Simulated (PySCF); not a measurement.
H₃IOSiZn, SMILES [SiH3][O][Zn][I].

Geometry: r2SCAN-D4/def2-SVP. The structure was generated by enumeration; whether it is a known compound was not checked. The def2 effective core potentials stand for the cores of I; spin–orbit coupling is left out. Other conformers were not sampled.

Two levels are set side by side: TDA-PBE/def2-SVPD (PySCF) and TDA-CAM-B3LYP/def2-SVPD (PySCF). Vertical, same geometry. The lowest singlet is HOMO→LUMO 99 % with PBE and HOMO→LUMO 96 % with the other functional; states are paired by order. Differences are taken from unrounded values.

| quantity | TDA-CAM-B3LYP | TDA-PBE | TDA-PBE minus TDA-CAM-B3LYP |
|---|---|---|---|
| lowest singlet excitation (eV) | 5.11 | 4.33 | -0.78 |
| lowest triplet excitation (TDA) (eV) | 4.75 | 4.08 | -0.68 |

A lower first singlet is the usual sign of a functional without exact exchange. Differences between two approximate levels are no errors against the true value.

Rough cost on one machine, each run with all the roots and properties that it gave: TDA-CAM-B3LYP against TDA-PBE about 4 times.
